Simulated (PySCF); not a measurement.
Stepwise substitution at one centre (B H-CH3). All species are isolated molecules in the gas phase. Strings in code marks are SMILES.

Quantity: redistribution energy (mixed species minus the weighted end members), in kcal/mol.

Case: 2 of 3 H replaced by CH3: `CBC`. The other species in the difference include `B` (neutral, multiplicity 1). Geometry of `CBC` (neutral, multiplicity 1, Å):

```xyz
10

C     -1.3796    -0.0110    -0.0295
B      0.0792     0.1304    -0.5530
C      1.3331    -0.0654     0.3478
H     -1.7405     1.0164     0.1246
H     -1.4741    -0.5248     0.9279
H     -2.0658    -0.4514    -0.7543
H      0.2459     0.4047    -1.7083
H      2.1524     0.6150     0.1105
H      1.7147    -1.0700     0.1143
H      1.1348    -0.0438     1.4200
```

Q: What redistribution energy (mixed species minus the weighted end members) does TPSSh-D3(BJ)/def2-TZVP // CAM-B3LYP-D3(BJ)/def2-TZVP (PySCF) give?

A: -0.86 kcal/mol.
